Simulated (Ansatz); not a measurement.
All numbers were calculated with Ansatz.

A structure relaxed at PBE0-D4/def2-TZVP, charge 0, multiplicity 1:

| atom | x (Å) | y (Å) | z (Å) |
| --- | --- | --- | --- |
| C1 | 1.3142 | -0.8113 | 1.5754 |
| Si2 | 0.2252 | 0.2965 | 0.5548 |
| C3 | -1.5634 | 0.1640 | 1.0572 |
| O4 | 0.3921 | -0.1442 | -1.0219 |
| Si5 | 0.1032 | 0.2804 | -2.5683 |
| H6 | 2.3569 | -0.7303 | 1.2600 |
| H7 | 1.0091 | -1.8561 | 1.4747 |
| H8 | 1.2585 | -0.5415 | 2.6335 |
| H9 | 0.6712 | 1.7141 | 0.6927 |
| H10 | -1.9225 | -0.8637 | 0.9579 |
| H11 | -1.6954 | 0.4695 | 2.0989 |
| H12 | -2.1961 | 0.8051 | 0.4383 |
| H13 | 0.6905 | -0.7519 | -3.4579 |
| H14 | -1.3605 | 0.3685 | -2.8229 |
| H15 | 0.7170 | 1.6009 | -2.8724 |

Q: Give its formula and SMILES.

A: C2H10OSi2, `C[SiH](C)O[SiH3]`.

Q: Point group (tolerance 0.08 Å, 0.16 Å for H)?

A: C1.

Q: Summarise the bond lengths by kind.

A: 2 × C–Si 1.859 to 1.862 Å; 6 × C–H 1.092 to 1.094 Å; 2 × O–Si 1.630 to 1.646 Å; 4 × H–Si 1.484 to 1.493 Å.
